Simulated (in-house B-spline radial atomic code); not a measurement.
A fraction x of an electron is removed from 4d in Pd2+, starting from [Kr] 4d8 and keeping the highest spin. All numbers are computed (scalar-relativistic (X2C) HSE06, spin-polarised, spherical fractional occupations; Fermi nucleus of rms radius 4.5318 fm) with a radial B-spline atomic code at the basis-set limit, not measured.

Caution: exact exchange at fractional occupations of open shells leaves self-interaction of up to several eV.

```json
{"x": "0", "E(x) - E(0) (eV)": "0.0000", "4d down level (eV)": "-26.727"}
{"x": "0.12", "E(x) - E(0) (eV)": "3.2974", "4d down level (eV)": "-28.233"}
{"x": "0.15", "E(x) - E(0) (eV)": "4.1502", "4d down level (eV)": "-28.613"}
{"x": "0.36", "E(x) - E(0) (eV)": "10.4403", "4d down level (eV)": "-31.300"}
{"x": "0.5", "E(x) - E(0) (eV)": "14.9496", "4d down level (eV)": "-33.122"}
{"x": "0.6", "E(x) - E(0) (eV)": "18.3276", "4d down level (eV)": "-34.437"}
{"x": "0.75", "E(x) - E(0) (eV)": "23.6424", "4d down level (eV)": "-36.431"}
{"x": "0.83", "E(x) - E(0) (eV)": "26.5999", "4d down level (eV)": "-37.505"}
{"x": "0.89", "E(x) - E(0) (eV)": "28.8747", "4d down level (eV)": "-38.315"}
{"x": "1", "E(x) - E(0) (eV)": "33.1715", "4d down level (eV)": "-39.810"}
```

The exact functional would give a straight line between the two integer points. Deviations E(x) - E(0) - x[E(1) - E(0)], in eV: -0.683 at x = 0.12, -0.826 at x = 0.15, -1.501 at x = 0.36, -1.636 at x = 0.5, -1.575 at x = 0.6, -1.236 at x = 0.75, -0.932 at x = 0.83, -0.648 at x = 0.89.

The curve lies below the straight line by up to 1.636 eV (at x = 0.5): convex, the delocalisation error, to which spherically averaged exact exchange adds.

(1) How well does Slater's transition state (minus the level at half occupation) give the ionisation energy?

Results:

(1) It gives 33.122 eV against 33.172 eV from the two total energies; NIST lists 32.93 eV, ground level to ground level. The end point has an open shell averaged over its orbitals, so its exact exchange keeps a self-interaction and this is no true integer point.
